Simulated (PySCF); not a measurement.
**Correlation energy of Hf (hafnium, neutral)**

[Xe] 4f14 5d2 6s2, high-spin 3F determinant. Computed with PySCF 2.14 in def2-SVP with the def2 core potential (60 electrons) (6s3p2d1f, 32 functions), with scalar relativity through the core potential. Frozen: 5s2 5p6; 4 electrons correlated.

MP2 pair energies summed by pair of shells (mhartree):

| pair | energy | share (%) |
| --- | --- | --- |
| 5d-6s | -18.21 | 53.9 |
| 6s-6s | -13.18 | 39.0 |
| 5d-5d | -2.38 | 7.0 |

Total MP2 correlation energy: -33.77 mhartree.

Same-spin part -8.13 and opposite-spin part -25.64 mhartree; SCS-MP2 scales them by 1/3 and 6/5 to -33.48 mhartree.
